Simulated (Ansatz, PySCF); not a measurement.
C₃H₁₂FGeNSi, SMILES [Ge]([CH3])([CH3])([CH3])[NH][SiH2]F.

Geometry optimised at B3LYP-D3(BJ)/def2-SVP. The structure was generated by enumeration, and PubChem lists no compound with its InChIKey, so it may never have been made. Other conformers were not sampled.

Vertical ionisation energy (IE) and electron affinity (EA) in eV. Rows of orbital energies are one-electron estimates. Where ΔSCF, EOM or ADC give a negative EA the extra electron is unbound and the value depends on the basis.

```json
[
 {"level": "−ε(HOMO), −ε(LUMO), PBE/def2-SVP (PySCF)", "IE": "5.85", "EA": "-0.28"},
 {"level": "ΔSCF, PBE0/def2-SVPD (Ansatz), final states of multiplicity 2 and 2", "IE": "9.16", "EA": "-1.25"}
]
```

Problem. What vertical singlet–triplet gap does ΔSCF give with PBE0/def2-SVPD (Ansatz, an electronic-structure program)? (Estimate from the structure and the level; the computed values follow.)

Solution. 6.10 eV (triplet above singlet where positive).
